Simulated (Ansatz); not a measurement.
A nudged elastic band was laid between two geometries of AlClFHO + H3P (9 atoms, charge 0, multiplicity 1).

These are results of RKS r2SCAN/def2-SVP (Ansatz 0.2.0), not measurements.

- movable images: 9
- climbing image: yes
- spring: 5.0 eV/Å²
- optimiser: quadratic models (default)
- start path: through a guess of the saddle point
- force threshold: 0.05 eV/Å
- iteration limit: 60
- end points: relaxed

Image 0:

```xyz
9
Properties=species:S:1:pos:R:3
Al 0.174 0.049 0.269
O -0.258 -0.647 1.752
H -1.137 -0.615 2.142
Cl 2.067 -0.382 -0.507
F -0.979 0.678 -0.759
P 0.799 2.953 1.262
H 1.936 2.340 0.654
H -0.045 2.729 0.130
H 0.385 1.747 1.928
```

Image 10:

```xyz
9
Properties=species:S:1:pos:R:3
Al 0.425 0.592 0.228
O -0.184 -0.215 1.939
H -1.093 -0.528 1.787
Cl 1.985 -0.681 -0.427
F -1.090 0.302 -0.451
P 0.878 2.767 0.954
H 2.122 2.861 0.260
H 0.112 3.348 -0.104
H -0.212 0.406 2.686
```

Q: Which bonds break or form, and what moves?

A: Bonds broken: P6–H9. Bonds formed: Al1–P6, O2–H9. AlClFHO + H3P becomes AlClFH4OP.

Q: Give the energies along the band, and the barrier.

A: The forces met the threshold. The highest image is number 4 of 0 to 10, 14.9 kcal/mol above the first end and 19.7 kcal/mol above the last; the last end lies 4.7 kcal/mol below the first. A vibrational analysis at the climbing image gives one clearly imaginary mode, 1010i cm⁻¹: a first-order saddle point. The orbitals stay closed-shell, which can raise the energy where a bond breaks towards radicals; this wasn't checked here.

| image | path coordinate (Å) | energy (kcal/mol) | P6–H9 (Å) | Al1–P6 (Å) | O2–H9 (Å) |
| --- | --- | --- | --- | --- | --- |
| 0 | 0.00 | 0.0 | 1.44 | 3.13 | 2.49 |
| 1 | 0.29 | 0.5 | 1.44 | 3.05 | 2.23 |
| 2 | 0.57 | 3.3 | 1.46 | 2.89 | 1.92 |
| 3 | 0.86 | 9.9 | 1.54 | 2.70 | 1.61 |
| 4 | 1.15 | 14.9 | 1.71 | 2.56 | 1.30 |
| 5 | 1.45 | 9.5 | 1.96 | 2.45 | 1.07 |
| 6 | 1.75 | 3.1 | 2.17 | 2.38 | 1.00 |
| 7 | 2.05 | -1.1 | 2.39 | 2.35 | 0.98 |
| 8 | 2.35 | -3.6 | 2.63 | 2.34 | 0.98 |
| 9 | 2.65 | -4.5 | 2.89 | 2.34 | 0.97 |
| 10 | 2.95 | -4.7 | 3.12 | 2.34 | 0.97 |

Q: What is the geometry of the highest image?

A: 
```xyz
9
Properties=species:S:1:pos:R:3:forces:R:3
Al 0.327 0.381 0.174 0.00 -0.01 0.01
O -0.167 -0.142 1.839 0.00 0.01 -0.01
H -1.059 -0.442 2.071 0.00 -0.01 0.00
Cl 2.088 -0.478 -0.583 0.00 0.00 0.00
F -0.993 0.509 -0.839 0.00 0.00 0.00
P 0.685 2.626 1.355 0.00 0.00 0.01
H 1.970 2.363 0.798 0.00 0.00 0.00
H 0.014 2.901 0.126 0.00 0.00 0.00
H 0.078 1.134 1.931 0.00 0.00 0.00
```

Q: What are the harmonic wavenumbers there?

A: 1010i, 107, 149, 167, 203, 215, 306, 325, 409, 451, 488, 553, 660, 765, 871, 1071, 1190, 1500, 2408, 2436, 3821 cm⁻¹.

Run time: 4.1 min on 4 threads of Arm Neoverse V2, on a shared host, peak memory 0.18 GiB.
